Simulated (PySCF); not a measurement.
## Hf(OH)4 at several levels of theory

Computed with PySCF 2.14.0 (density fitting, no spin-orbit coupling) at the geometry relaxed with BP86:

```xyz
9
Hf(OH)4 (singlet)
Hf   -0.0668    0.0000    0.2387
O     1.6777    0.0000   -0.6160
H     2.5875    0.0000   -0.9344
O    -0.2451    1.5897    1.3432
H    -0.4185    2.3797    1.8677
O    -1.4493    0.0000   -1.1338
H    -1.9075    0.0000   -1.9830
O    -0.2451   -1.5896    1.3433
H    -0.4185   -2.3796    1.8677
```

```
 level                                              basis    state  HOMO (eV)  gap (eV)  charge on Hf1 (e)  dipole about the centre of mass (D)  largest force component (eV/Å)
  BP86     Hf def2-SVP with ECP60, O def2-SVP, H def2-SVP  singlet      -6.55      6.26               0.93                                 0.26                            0.03
 wB97X                                           the same  singlet     -10.67     12.80               1.19                                 0.27                            0.60
 TPSSh                                           the same  singlet      -7.23      7.30               1.14                                 0.26                            0.30
r2SCAN                                           the same  singlet      -6.86      7.11               1.15                                 0.27                            0.43
  BP86  Hf def2-TZVP with ECP60, O def2-TZVP, H def2-TZVP  singlet      -6.84      6.27               1.47                                 0.26                            0.16
  BP86          Hf x2c-SVPall, O x2c-SVPall, H x2c-SVPall  singlet      -6.63      6.15               1.00                                 0.27                            0.90
```

Charges are Mulliken's, which hang on the basis. The relaxation used the grid (50, 194), these runs (75, 302) or, all-electron (x2c bases, spin-free X2C Hamiltonian), (99, 590).

What does BLYP with Hf def2-SVP with ECP60, O def2-SVP, H def2-SVP give here?

state singlet, HOMO (eV) -6.31, gap (eV) 5.86, charge on Hf1 (e) 0.89, dipole about the centre of mass (D) 0.26, largest force component (eV/Å) 0.21. Time: 6 s on 2 threads of Arm Neoverse V1, with other jobs on the host, from an already converged density.

In the first row's basis the gap widens with exact exchange: 5.9 to 7.1 eV for BLYP, BP86, r2SCAN (none); 7.3 eV for TPSSh (a fixed share); 12.8 eV for wB97X (rising or full at long range).
